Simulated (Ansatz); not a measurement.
# Nudged elastic band run: C2H11NOSi2

input.yaml

```yaml
crystal:
  periodic: [false, false, false]
  atoms:
    - { symbol: C, position_ang: [0.350851, -2.22664, -0.095352] }
    - { symbol: O, position_ang: [0.440256, -1.332989, -1.24169] }
    - { symbol: Si, position_ang: [0.89849, 0.260919, -0.717054] }
    - { symbol: "N", position_ang: [1.374111, 1.16261, -2.174093] }
    - { symbol: Si, position_ang: [-0.731944, 1.439623, 0.343993] }
    - { symbol: C, position_ang: [-1.386755, 0.593955, 1.89064] }
    - { symbol: H, position_ang: [1.293478, -2.291467, 0.495762] }
    - { symbol: H, position_ang: [0.129193, -3.241902, -0.479684] }
    - { symbol: H, position_ang: [-0.462489, -1.959122, 0.617614] }
    - { symbol: H, position_ang: [2.09005, 0.131932, 0.110803] }
    - { symbol: H, position_ang: [0.553118, 1.207889, -2.829975] }
    - { symbol: H, position_ang: [2.068822, 0.584545, -2.712886] }
    - { symbol: H, position_ang: [-0.203901, 2.733596, 0.724687] }
    - { symbol: H, position_ang: [-1.844421, 1.67844, -0.552136] }
    - { symbol: H, position_ang: [-0.577667, 0.322941, 2.578219] }
    - { symbol: H, position_ang: [-1.938517, -0.321148, 1.64858] }
    - { symbol: H, position_ang: [-2.071474, 1.256416, 2.432673] }
basis:
  gaussian: { orbitals: STO-3G }
hamiltonian:
  xc: r2scan
  dispersion: d4
neb:
  order_check: false
  images: 5
  f_tol: 0.05
  max_iterations: 60
  final_atoms:
    - { symbol: C, position_ang: [0.10608564, -2.04788418, -0.60429605] }
    - { symbol: O, position_ang: [1.26745676, -1.3535119, -0.06320791] }
    - { symbol: Si, position_ang: [1.15560543, 0.35386659, -0.35882567] }
    - { symbol: "N", position_ang: [1.29034828, 0.79944979, -2.07788493] }
    - { symbol: Si, position_ang: [-0.74573221, 1.30971841, 0.43912176] }
    - { symbol: C, position_ang: [-1.17361262, 0.6948017, 2.1628844] }
    - { symbol: H, position_ang: [-0.86195993, -1.70691199, -0.17016554] }
    - { symbol: H, position_ang: [0.21645886, -3.12287433, -0.3623945] }
    - { symbol: H, position_ang: [0.01164455, -1.96840654, -1.71195114] }
    - { symbol: H, position_ang: [2.36378875, 0.83967379, 0.27545797] }
    - { symbol: H, position_ang: [0.4756587, 0.41054988, -2.61645852] }
    - { symbol: H, position_ang: [2.1161953, 0.30818137, -2.50523793] }
    - { symbol: H, position_ang: [-0.58313365, 2.74770472, 0.48819285] }
    - { symbol: H, position_ang: [-1.86307919, 1.03617058, -0.44141063] }
    - { symbol: H, position_ang: [-0.37466622, 0.92349421, 2.87721751] }
    - { symbol: H, position_ang: [-1.32789114, -0.38998806, 2.17726703] }
    - { symbol: H, position_ang: [-2.0919663, 1.16556395, 2.53179229] }
  initial_path:
    images:
      - { positions_ang: [[0.350851, -2.22664, -0.095352], [0.440256, -1.332989, -1.24169], [0.89849, 0.260919, -0.717054], [1.374111, 1.16261, -2.174093], [-0.731944, 1.439623, 0.343993], [-1.386755, 0.593955, 1.89064], [1.293478, -2.291467, 0.495762], [0.129193, -3.241902, -0.479684], [-0.462489, -1.959122, 0.617614], [2.09005, 0.131932, 0.110803], [0.553118, 1.207889, -2.829975], [2.068822, 0.584545, -2.712886], [-0.203901, 2.733596, 0.724687], [-1.844421, 1.67844, -0.552136], [-0.577667, 0.322941, 2.578219], [-1.938517, -0.321148, 1.64858], [-2.071474, 1.256416, 2.432673]] }
      - { positions_ang: [[0.24469222, -2.16764542, -0.09822497], [0.55417329, -1.29587421, -1.17993857], [0.93997078, 0.29955191, -0.71872817], [1.40653704, 1.13092212, -2.19766392], [-0.74400267, 1.40708846, 0.34255019], [-1.29239073, 0.54422864, 1.90205012], [1.03476876, -2.21972751, 0.61204009], [0.08229328, -3.16364906, -0.5034279], [-0.6508376, -1.83969698, 0.4015883], [2.1571404, 0.25651312, 0.11439737], [0.57702314, 1.0754835, -2.83410729], [2.12066053, 0.57717993, -2.6754818], [-0.3224141, 2.75482019, 0.70038507], [-1.89648436, 1.5500268, -0.53536449], [-0.46275502, 0.36308296, 2.58603874], [-1.73855443, -0.4090578, 1.68195562], [-2.02861954, 1.13635137, 2.4420326]] }
      - { positions_ang: [[0.13853343, -2.10865084, -0.10109794], [0.66809059, -1.25875942, -1.11818714], [0.98145156, 0.33818481, -0.72040234], [1.43896308, 1.09923423, -2.22123483], [-0.75606133, 1.37455393, 0.34110739], [-1.19802646, 0.49450227, 1.91346025], [0.77605951, -2.14798802, 0.72831818], [0.03539356, -3.08539612, -0.5271718], [-0.83918619, -1.72027197, 0.18556259], [2.22423079, 0.38109424, 0.11799174], [0.60092829, 0.943078, -2.83823957], [2.17249907, 0.56981486, -2.6380776], [-0.4409272, 2.77604438, 0.67608314], [-1.94854773, 1.4216136, -0.51859298], [-0.34784304, 0.40322491, 2.59385848], [-1.53859186, -0.4969676, 1.71533124], [-1.98576508, 1.01628673, 2.4513922]] }
      - { positions_ang: [[0.03237465, -2.04965626, -0.10397091], [0.78200788, -1.22164463, -1.05643571], [1.02293234, 0.37681772, -0.72207651], [1.47138913, 1.06754635, -2.24480575], [-0.76812, 1.34201939, 0.33966458], [-1.10366219, 0.44477591, 1.92487037], [0.51735027, -2.07624854, 0.84459626], [-0.01150616, -3.00714318, -0.55091571], [-1.02753479, -1.60084695, -0.03046311], [2.29132119, 0.50567537, 0.12158611], [0.62483343, 0.8106725, -2.84237186], [2.2243376, 0.56244979, -2.60067341], [-0.5594403, 2.79726857, 0.65178121], [-2.00061109, 1.2932004, -0.50182147], [-0.23293106, 0.44336687, 2.60167823], [-1.33862929, -0.5848774, 1.74870687], [-1.94291062, 0.8962221, 2.46075181]] }
      - { positions_ang: [[0.05694498, -2.04906557, -0.27074596], [0.94382418, -1.26560039, -0.72535978], [1.06715671, 0.36916734, -0.6009929], [1.41104218, 0.97818083, -2.18916547], [-0.7606574, 1.3312524, 0.37281697], [-1.126979, 0.52811784, 2.00420838], [0.0575802, -1.95313635, 0.50634233], [0.06448218, -3.04572023, -0.4880753], [-0.68114168, -1.72336681, -0.59095912], [2.31547704, 0.61700817, 0.17287673], [0.57510852, 0.67729829, -2.76706741], [2.18829017, 0.47769365, -2.56886158], [-0.56733809, 2.78074729, 0.59725176], [-1.95476712, 1.20752379, -0.48168452], [-0.28017611, 0.60340932, 2.69352465], [-1.33504991, -0.51991429, 1.89156025], [-1.99259585, 0.98600271, 2.48443197]] }
      - { positions_ang: [[0.08151531, -2.04847488, -0.437521], [1.10564047, -1.30955615, -0.39428384], [1.11138107, 0.36151697, -0.47990928], [1.35069523, 0.88881531, -2.1335252], [-0.75319481, 1.3204854, 0.40596937], [-1.15029581, 0.61145977, 2.08354639], [-0.40218987, -1.83002417, 0.1680884], [0.14047052, -3.08429728, -0.4252349], [-0.33474856, -1.84588668, -1.15145513], [2.3396329, 0.72834098, 0.22416735], [0.52538361, 0.54392409, -2.69176297], [2.15224274, 0.39293751, -2.53704976], [-0.57523587, 2.76422601, 0.5427223], [-1.90892316, 1.12184718, -0.46154758], [-0.32742116, 0.76345177, 2.78537108], [-1.33147052, -0.45495118, 2.03441364], [-2.04228107, 1.07578333, 2.50811213]] }
      - { positions_ang: [[0.10608564, -2.04788418, -0.60429605], [1.26745676, -1.3535119, -0.06320791], [1.15560543, 0.35386659, -0.35882567], [1.29034828, 0.79944979, -2.07788493], [-0.74573221, 1.30971841, 0.43912176], [-1.17361262, 0.6948017, 2.1628844], [-0.86195993, -1.70691199, -0.17016554], [0.21645886, -3.12287433, -0.3623945], [0.01164455, -1.96840654, -1.71195114], [2.36378875, 0.83967379, 0.27545797], [0.4756587, 0.41054988, -2.61645852], [2.1161953, 0.30818137, -2.50523793], [-0.58313365, 2.74770472, 0.48819285], [-1.86307919, 1.03617058, -0.44141063], [-0.37466622, 0.92349421, 2.87721751], [-1.32789114, -0.38998806, 2.17726703], [-2.0919663, 1.16556395, 2.53179229]] }
```

Command:

```bash
$ ansatz run input.yaml --threads 1 --pin off --max-ram 2048MiB --backend cpu --events-out ev --progress --plain --runs-dir out
```

Output, in part (warnings, iteration lines, the closing report on the highest movable image, with atoms numbered from 0):

```
NEB end point (image 0): max|allowed force component| = 3.218e-3 eV/Å (the criterion of neb.relax_end_points is 1.000e-2)
NEB end point (image 6): max|allowed force component| = 1.025e-2 eV/Å (the criterion of neb.relax_end_points is 1.000e-2)
NEB iter   1: max|band force component| = 3.034e1 eV/Å  barrier→ = 7.8928 eV  barrier← = 7.9579 eV  Δτ_max = 0.2000 Å  (155 SCF iters)
NEB iter   2: max|band force component| = 8.618e0 eV/Å  barrier→ = 2.0607 eV  barrier← = 2.1257 eV  Δτ_max = 0.2000 Å  (125 SCF iters)
NEB iter   3: max|band force component| = 3.159e0 eV/Å  barrier→ = 0.5901 eV  barrier← = 0.6552 eV  Δτ_max = 0.1937 Å  (122 SCF iters)
NEB iter   4: max|band force component| = 1.063e0 eV/Å  barrier→ = 0.0951 eV  barrier← = 0.1601 eV  Δτ_max = 0.1355 Å  (126 SCF iters)
NEB iter   5: max|band force component| = 4.739e-1 eV/Å  barrier→ = 0.0518 eV  barrier← = 0.1168 eV  CI = image 3  Δτ_max = 0.0791 Å  (125 SCF iters)
NEB iter   6: max|band force component| = 3.274e-1 eV/Å  barrier→ = 0.0488 eV  barrier← = 0.1138 eV  CI = image 3  Δτ_max = 0.0379 Å  (127 SCF iters)
NEB iter   7: max|band force component| = 1.419e-1 eV/Å  barrier→ = 0.0481 eV  barrier← = 0.1132 eV  CI = image 3  Δτ_max = 0.0903 Å  (122 SCF iters)
NEB iter   8: max|band force component| = 6.239e-2 eV/Å  barrier→ = 0.0477 eV  barrier← = 0.1127 eV  CI = image 3  Δτ_max = 0.0595 Å  (127 SCF iters)
NEB iter   9: max|band force component| = 4.452e-2 eV/Å  barrier→ = 0.0474 eV  barrier← = 0.1125 eV  CI = image 3  Δτ_max = 0.0000 Å  (247 SCF iters)
Total energy: -21286.81002615 eV, -782.2758397429 hartree
Atom 0 at    -0.006865    -2.073959    -0.289070 Å, force     0.024536     0.014942    -0.012830 eV/Å
Atom 1 at     1.133877    -1.389474    -0.876014 Å, force    -0.029127     0.003998     0.008060 eV/Å
Atom 2 at     1.110391     0.332197    -0.618765 Å, force    -0.001193    -0.010298    -0.006707 eV/Å
Atom 3 at     1.335428     1.143636    -2.193311 Å, force     0.011303    -0.005933    -0.008258 eV/Å
Atom 4 at    -0.736037     1.221245     0.361750 Å, force     0.012663    -0.015361    -0.002490 eV/Å
Atom 5 at    -1.071796     0.549586     2.084804 Å, force    -0.007553     0.007457     0.001810 eV/Å
Atom 6 at    -0.002420    -2.068617     0.825241 Å, force    -0.003107    -0.004840     0.005326 eV/Å
Atom 7 at     0.042660    -3.133529    -0.609692 Å, force    -0.001682    -0.009622     0.000907 eV/Å
Atom 8 at    -0.996650    -1.677269    -0.612643 Å, force     0.000134     0.002325    -0.002622 eV/Å
Atom 9 at     2.327434     0.634796     0.116139 Å, force     0.008246     0.002963     0.008419 eV/Å
Atom 10 at     0.559824     0.848209    -2.841440 Å, force    -0.003264    -0.000765     0.001013 eV/Å
Atom 11 at     2.185815     0.729539    -2.657125 Å, force    -0.005602     0.007194     0.005107 eV/Å
Atom 12 at    -0.551066     2.653744     0.457058 Å, force    -0.003418     0.009548     0.003489 eV/Å
Atom 13 at    -1.906653     0.993052    -0.459630 Å, force    -0.007240    -0.001232    -0.001961 eV/Å
Atom 14 at    -0.190424     0.632983     2.730398 Å, force     0.003176     0.000176    -0.002869 eV/Å
Atom 15 at    -1.367766    -0.504656     2.059413 Å, force     0.003252     0.000348     0.001512 eV/Å
Atom 16 at    -1.884550     1.108115     2.562988 Å, force    -0.001124    -0.000902     0.002094 eV/Å
Dipole moment:    -0.201343    -0.182772     0.070807 e Å
```

The forces met the threshold. A vibrational analysis at the climbing image gives one clearly imaginary mode, 85i cm⁻¹: a first-order saddle point. Limits of this set-up: minimal basis.

Final band (atoms are numbered from 1 in the order of the input):

```json
{"image": "0", "path coordinate (Å)": "0.00", "energy (kJ/mol)": "0.0", "dihedral C1–O2–Si3–Si5 (°)": "-74"}
{"image": "1", "path coordinate (Å)": "1.09", "energy (kJ/mol)": "-0.4", "dihedral C1–O2–Si3–Si5 (°)": "-67"}
{"image": "2", "path coordinate (Å)": "2.19", "energy (kJ/mol)": "0.8", "dihedral C1–O2–Si3–Si5 (°)": "-42"}
{"image": "3", "path coordinate (Å)": "3.28", "energy (kJ/mol)": "4.6", "dihedral C1–O2–Si3–Si5 (°)": "-6"}
{"image": "4", "path coordinate (Å)": "4.12", "energy (kJ/mol)": "1.5", "dihedral C1–O2–Si3–Si5 (°)": "21"}
{"image": "5", "path coordinate (Å)": "4.97", "energy (kJ/mol)": "-4.0", "dihedral C1–O2–Si3–Si5 (°)": "41"}
{"image": "6", "path coordinate (Å)": "5.81", "energy (kJ/mol)": "-6.3", "dihedral C1–O2–Si3–Si5 (°)": "56"}
```

The run took 2.1 min on 1 thread of AMD EPYC 9B45 (Zen 5), on a shared host, peak memory 0.17 GiB.
